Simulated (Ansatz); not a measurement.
Program: Ansatz. Geometries: PBE0-D4/def2-TZVP. ΔE: electronic, gas phase. CBS: MP2 limit from def2 TZ/QZ plus the TZ coupled-cluster correction, frozen cores. This one scheme is used for every species. Functionals use def2-TZVPP. B3LYP here is the variant with VWN-RPA as its local correlation; programs differ in this. Each species was taken in one conformer, which may not be the lowest.

Reaction (substitution at a C–Al bond): `N=[C](O)[AlH][F]` + `[NH2][AlH2]` → `N=C(O)[NH][AlH2]` + `[F][AlH2]`

```json
{"level": "r2SCAN-D4", "ΔE (kJ/mol)": "-9.3", "difference from CCSD(T)/CBS": "-6.9"}
{"level": "PBE0-D4", "ΔE (kJ/mol)": "-12.2", "difference from CCSD(T)/CBS": "-9.8"}
{"level": "B3LYP-D4", "ΔE (kJ/mol)": "-5.9", "difference from CCSD(T)/CBS": "-3.5"}
{"level": "ωB97X-V", "ΔE (kJ/mol)": "-12.0", "difference from CCSD(T)/CBS": "-9.6"}
{"level": "PBE", "ΔE (kJ/mol)": "-1.3", "difference from CCSD(T)/CBS": "1.1"}
{"level": "r2SCAN", "ΔE (kJ/mol)": "-8.6", "difference from CCSD(T)/CBS": "-6.2"}
{"level": "PBE0", "ΔE (kJ/mol)": "-10.2", "difference from CCSD(T)/CBS": "-7.8"}
{"level": "B3LYP", "ΔE (kJ/mol)": "-2.1", "difference from CCSD(T)/CBS": "0.3"}
{"level": "MP2/def2-TZVPP", "ΔE (kJ/mol)": "-5.2", "difference from CCSD(T)/CBS": "-2.8"}
{"level": "SCS-MP2/def2-TZVPP", "ΔE (kJ/mol)": "-5.2", "difference from CCSD(T)/CBS": "-2.8"}
{"level": "CCSD/def2-TZVPP", "ΔE (kJ/mol)": "-6.3", "difference from CCSD(T)/CBS": "-3.9"}
{"level": "CCSD(T)/def2-TZVPP", "ΔE (kJ/mol)": "-4.2", "difference from CCSD(T)/CBS": "-1.8"}
{"level": "MP2/def2-QZVPP", "ΔE (kJ/mol)": "-4.3", "difference from CCSD(T)/CBS": "-1.9"}
{"level": "SCS-MP2/def2-QZVPP", "ΔE (kJ/mol)": "-4.1", "difference from CCSD(T)/CBS": "-1.7"}
{"level": "HF/CBS(def2)", "ΔE (kJ/mol)": "-22.8", "difference from CCSD(T)/CBS": "-20.4"}
{"level": "MP2/CBS(def2)", "ΔE (kJ/mol)": "-3.5", "difference from CCSD(T)/CBS": "-1.1"}
{"level": "CCSD(T)/CBS", "ΔE (kJ/mol)": "-2.4", "difference from CCSD(T)/CBS": "0"}
```

Largest T1 diagnostic among the species: 0.015.

The D4 term adds −3.8 kJ/mol with B3LYP and −2.0 kJ/mol with PBE0; it sums over pairs of atoms, weighted by their polarisabilities, and B3LYP, whose exchange is more repulsive, gets the larger term. In def2-TZVPP, CCSD(T) changes the Hartree–Fock value by +18.5 kJ/mol (the triples alone add +2.1 kJ/mol) and MP2 by +17.4 kJ/mol. From PBE to PBE0 (25 % exact exchange), in def2-TZVPP and without D4, ΔE moves by −8.9 kJ/mol.
